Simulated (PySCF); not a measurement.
Spectra and structures to be paired. Level of theory: TDDFT CAM-B3LYP/def2-SVPD, vertical, gas phase, core orbitals frozen in the response in PySCF 2.14.0, density-fitted response routines. Geometries: PBE0-D3(BJ)/def2-SVP; one conformer of each isolated species. Triplets are in the Tamm–Dancoff approximation. Relativistic effects are left out although some hold elements past zinc.

A. `[H]/N=[CH]/[GeH2][N](C)C`
B. `c1cc(sc1)F`
C. `C=C/C=C/C(=C)C`
D. `C[As]([SiH3])C`
E. `S[C@H]1[C@@H]2CC[C@H]1C2`

Lowest singlet levels (six at most, fewer where fewer were computed) with oscillator strengths:

1. 4.91 eV (f 1.045); 6.23 eV (f 0.003); 6.43 eV (f 0.000); 6.46 eV (f 0.000); 6.70 eV (f 0.003); 6.79 eV (f 0.019); T1 2.57 eV
2. 5.88 eV (f 0.032); 6.02 eV (f 0.180); 6.43 eV (f 0.028); 6.75 eV (f 0.093); 7.17 eV (f 0.005); 7.51 eV (f 0.093); T1 5.01 eV
3. 5.52 eV (f 0.005); 6.19 eV (f 0.026); 7.19 eV (f 0.015); 7.26 eV (f 0.027); 7.48 eV (f 0.003); 7.85 eV (f 0.005)
4. 4.19 eV (f 0.012); 5.16 eV (f 0.009); 5.88 eV (f 0.024); 6.36 eV (f 0.025); 6.55 eV (f 0.009); 6.67 eV (f 0.006); T1 3.49 eV
5. 5.68 eV (f 0.074); 5.82 eV (f 0.002); 6.08 eV (f 0.083); 6.26 eV (f 0.000); 6.65 eV (f 0.000); 7.01 eV (f 0.012); T1 3.65 eV

Task: Which spectrum belongs to which structure?

Result: 1 = C, 2 = D, 3 = E, 4 = A, 5 = B.
- A: S1 at 4.19 eV, HOMO→LUMO (65%), HOMO-1→LUMO (32%); Löwdin shares by element: HOMO nitrogen 50% or more, carbon 22% (atoms not listed hold the other 28%); LUMO carbon 33% or more, nitrogen 32% or more, germanium 14%, hydrogen 6% or more (atoms not listed hold the other 15%); HOMO -7.42 and LUMO 0.17 eV.
- B: S1 at 5.68 eV, HOMO→LUMO (96%); Löwdin shares by element: HOMO carbon 80% (atoms not listed hold the other 20%); LUMO carbon 55% or more, sulfur 24% (atoms not listed hold the other 22%); HOMO -8.14 and LUMO 0.50 eV; point group Cs, 2 of its 6 listed states under f = 0.0005.
- C: S1 at 4.91 eV, HOMO→LUMO (98%); Löwdin shares by element: HOMO carbon 67% or more (atoms not listed hold the other 33%); LUMO carbon 65% or more (atoms not listed hold the other 35%); HOMO -7.36 and LUMO -0.33 eV; point group Cs, 2 of its 6 listed states under f = 0.0005.
- D: S1 at 5.88 eV, HOMO→LUMO+1 (85%); Löwdin shares by element: HOMO arsenic 59%, carbon 18%, silicon 13%; LUMO arsenic 27%, silicon 22%, hydrogen 10% or more, carbon 10% or more (atoms not listed hold the other 32%); HOMO -7.91 and LUMO 0.98 eV.
- E: S1 at 5.52 eV, HOMO→LUMO (67%), HOMO→LUMO+4 (13%); Löwdin shares by element: HOMO sulfur 70%, carbon 15% or more, hydrogen 6% or more; LUMO sulfur 41%, hydrogen 25% or more (atoms not listed hold the other 34%); HOMO -8.06 and LUMO 1.08 eV.
